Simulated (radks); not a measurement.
Q: Excited configurations of Eu3+: one electron is placed in a higher orbital outside [Xe] 4f5. The ground configuration is [Xe] 4f6. Calculated with a radial shooting solver on a logarithmic mesh with Libxc functionals: Dirac Kohn-Sham, PBE, spin-unpolarised, spherical densities, point nucleus; open shells fill j = l - 1/2 first. Excitation = E - E(ground); binding = E(ion) - E, where the ion is the core of charge +4; n* = 4/sqrt(2 binding) in atomic units, and the quantum defect is n - n*.

outer orbital  excitation (eV)  binding (eV)     n*  quantum defect  eigenvalue (eV)  <r> (bohr)
5f5/2                   28.616        14.283  3.904           1.096          -11.828       4.165
6s1/2                   14.799        28.100  2.783           3.217          -24.585       3.042
6d3/2                   27.250        15.649  3.730           2.270          -13.654       4.684
6f5/2                   33.463         9.436  4.803           1.197           -8.179       7.304
7p1/2                   29.678        13.221  4.058           2.942          -11.745       6.145
7f5/2                   36.314         6.585  5.750           1.250           -5.823       11.18

Estimate the row for 6p1/2.

A: excitation (eV) 19.759; binding (eV) 23.140; n* 3.067; quantum defect 2.933; eigenvalue (eV) -20.135; <r> (bohr) 3.458. The Delta-SCF ionisation energy is 42.899 eV (NIST Atomic Spectra Database: 42.9 eV, semi-empirical). Self-interaction in the functional shifts the binding energies and quantum defects, so they are the method's values and not measured ones. Spin polarisation and multiplet splitting are left out, so open shells lie too high by an amount that depends on their filling.

Beside tabulated values, note that spin-unpolarised runs miss the spin-polarisation part of the exchange energy of open shells.
